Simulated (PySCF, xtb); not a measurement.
1-chloro-3-methylbuta-1,2-diene (C₅H₇Cl), SMILES CC(=C=CCl)C.

Harmonic wavenumbers (cm⁻¹) from GFN2-xTB in xtb at its own minimum, in rising order: 103, 104, 111, 152, 232, 319, 381, 465, 526, 697, 739, 811, 971, 975, 1030, 1065, 1158, 1212, 1388, 1398, 1405, 1470, 1470, 1480, 1489, 2059, 3003, 3006, 3015, 3020, 3057, 3058, 3064.

**Question.** What does r2SCAN-D4/def2-SVP (PySCF 2.14.0) give at its own minimum? (The exact figures need the calculation; the answer reports its results.)

**Answer.** 108, 111, 150, 191, 256, 324, 398, 512, 582, 727, 759, 790, 950, 962, 1026, 1071, 1206, 1221, 1367, 1379, 1384, 1440, 1442, 1458, 1483, 2053, 3020, 3024, 3100, 3101, 3163, 3163, 3188. Paired by order, the mean absolute difference is 33 cm⁻¹ and the zero-point energies are 63.5 and 64.5 kcal/mol.
